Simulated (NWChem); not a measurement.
Species: TeF2; SMILES [Te](F)F

Results from NWChem. The geometry was optimised at PBE0/def2-SVP. Not confirmed as a minimum by frequencies. def2 effective core potentials on Te; no spin-orbit coupling.

Diagonal of the polarisability tensor at PBE0/def2-SVPD, static: 40.25, 38.16, 37.81 bohr³.

### Question
Find the mean polarisability volume, the molar refraction, and the refractive index that an ideal gas of it would have at 273.15 K and 1 atm.

### Answer

1. Mean: one third of the trace = 38.74 bohr³ × 0.14818 Å³/bohr³ = 5.74 Å³.
2. Molar refraction (Lorentz-Lorenz): (4π/3) N_A α = 14.5 cm³/mol.
3. Number density p/kT = 2.687 × 10⁻⁵ Å⁻³; n − 1 = 2π N α = 9.69 × 10⁻⁴.
4. These hold the electronic response alone: vibrational and orientational terms add to the static dielectric constant.
